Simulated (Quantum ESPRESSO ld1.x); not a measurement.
Species: neutral cadmium. Configuration: [Kr] 4d10 5s1 5d1 (not the ground configuration). Method: scalar-relativistic Kohn-Sham, Engel-Vosko exchange with Perdew-Wang LDA correlation, spin-unpolarised, spherical densities, point nucleus; computed with ld1.x of Quantum ESPRESSO 7.5.

Unscreened Slater integrals over Kohn-Sham orbitals (hartree). Empty in this configuration: 5p.

F0(5d,5d): 0.095347
F2(5d,5d): 0.048303
F4(5d,5d): 0.031086
F0(5d,5s): 0.12532
G2(5d,5s): 0.010062
F0(5d,4d): 0.12763
F2(5d,4d): 0.0081605
F4(5d,4d): 0.0022837
G0(5d,4d): 0.0016113
G2(5d,4d): 0.0016642
G4(5d,4d): 0.0012538
F0(5d,4p): 0.12816
F2(5d,4p): 0.0055832
G1(5d,4p): 0.0023362
G3(5d,4p): 0.0015502
F0(5d,5p): 0.12275
F2(5d,5p): 0.037211
G1(5d,5p): 0.031437
G3(5d,5p): 0.018697
F0(5s,5s): 0.32823
F0(5s,4d): 0.40663
G2(5s,4d): 0.060773
F0(5s,4p): 0.41914
G1(5s,4p): 0.023017
F0(5s,5p): 0.27392
G1(5s,5p): 0.16720
F0(4d,4d): 0.71855
F2(4d,4d): 0.35527
F4(4d,4d): 0.23153
F0(4d,4p): 0.80820
F2(4d,4p): 0.39747
G1(4d,4p): 0.50013
G3(4d,4p): 0.30564
F0(4d,5p): 0.31006
F2(4d,5p): 0.071476
G1(4d,5p): 0.027855
G3(4d,5p): 0.022219
F0(4p,4p): 0.93653
F2(4p,4p): 0.49172
F0(4p,5p): 0.31549
F2(4p,5p): 0.050741
G0(4p,5p): 0.0084953
G2(4p,5p): 0.010633
F0(5p,5p): 0.24129
F2(5p,5p): 0.12609

Derived for the open shells (J is the average intra-shell exchange parameter used in DFT+U). 5d: Racah B = F2/49 - 5 F4/441 = 0.0006333 hartree, C = 35 F4/441 = 0.002467 hartree, C/B = 3.90, F4/F2 = 0.644, J = (F2 + F4)/14 = 0.005671 hartree.
